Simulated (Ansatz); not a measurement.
CH7BFGeN (`C[N]([GeH3])BF`), relaxed with RKS PBE-D4/def2-SVP in Ansatz 0.2.0 from a rough embedded geometry. The force threshold is 0.03 eV/Å; the program also tests the step.

The species carries charge 0 and has multiplicity 1.

Start:

```xyz
12

C     1.281    0.160   -0.598
N     0.039   -0.558   -0.322
Ge   -0.381   -0.212    1.441
B    -1.136   -0.054   -1.103
F    -1.870   -0.901   -2.028
H     1.543   -0.060   -1.732
H     2.113   -0.273   -0.020
H     1.182    1.206   -0.459
H    -1.655   -0.970    1.856
H    -0.521    1.298    1.702
H     0.792   -0.748    2.373
H    -1.387    1.113   -1.110
```

```json
{"step": "1", "energy (eV)": "-62526.0854", "largest force (eV/Å)": "3.221", "largest move (Å)": "0.000"}
{"step": "2", "energy (eV)": "-62526.4724", "largest force (eV/Å)": "2.046", "largest move (Å)": "0.195"}
{"step": "3", "energy (eV)": "-62526.6020", "largest force (eV/Å)": "2.049", "largest move (Å)": "0.072"}
{"step": "4", "energy (eV)": "-62526.7539", "largest force (eV/Å)": "1.506", "largest move (Å)": "0.200"}
{"step": "5", "energy (eV)": "-62526.8961", "largest force (eV/Å)": "1.235", "largest move (Å)": "0.200"}
{"step": "6", "energy (eV)": "-62527.0477", "largest force (eV/Å)": "0.984", "largest move (Å)": "0.191"}
{"step": "7", "energy (eV)": "-62527.1963", "largest force (eV/Å)": "0.672", "largest move (Å)": "0.195"}
{"step": "8", "energy (eV)": "-62527.3309", "largest force (eV/Å)": "0.500", "largest move (Å)": "0.200"}
{"step": "9", "energy (eV)": "-62527.4341", "largest force (eV/Å)": "0.379", "largest move (Å)": "0.200"}
{"step": "10", "energy (eV)": "-62527.5247", "largest force (eV/Å)": "0.404", "largest move (Å)": "0.190"}
{"step": "11", "energy (eV)": "-62527.5891", "largest force (eV/Å)": "0.383", "largest move (Å)": "0.200"}
{"step": "12", "energy (eV)": "-62527.6389", "largest force (eV/Å)": "0.259", "largest move (Å)": "0.200"}
{"step": "13", "energy (eV)": "-62527.6613", "largest force (eV/Å)": "0.263", "largest move (Å)": "0.200"}
{"step": "14", "energy (eV)": "-62527.6730", "largest force (eV/Å)": "0.117", "largest move (Å)": "0.111"}
{"step": "15", "energy (eV)": "-62527.6748", "largest force (eV/Å)": "0.054", "largest move (Å)": "0.048"}
{"step": "16", "energy (eV)": "-62527.6749", "largest force (eV/Å)": "0.072", "largest move (Å)": "0.044"}
{"step": "17 (rejected)", "energy (eV)": "-62527.6745", "largest force (eV/Å)": "0.098", "largest move (Å)": "0.019"}
{"step": "18", "energy (eV)": "-62527.6754", "largest force (eV/Å)": "0.037", "largest move (Å)": "0.009"}
{"step": "19", "energy (eV)": "-62527.6756", "largest force (eV/Å)": "0.018", "largest move (Å)": "0.019"}
```

End:

```xyz
12

C     1.262    0.442   -0.603
N    -0.086   -0.006   -0.271
Ge   -0.436   -0.281    1.561
B    -1.056   -0.204   -1.274
F    -2.304   -0.601   -0.948
H     1.362    0.566   -1.699
H     2.035   -0.286   -0.271
H     1.503    1.420   -0.128
H    -1.832   -0.913    1.714
H    -0.341    1.094    2.276
H     0.686   -1.212    2.094
H    -0.792   -0.020   -2.451
```

Run time 22 s (4 threads of an Intel Xeon Platinum 8488C on a shared host); peak host memory 0.21 GiB.
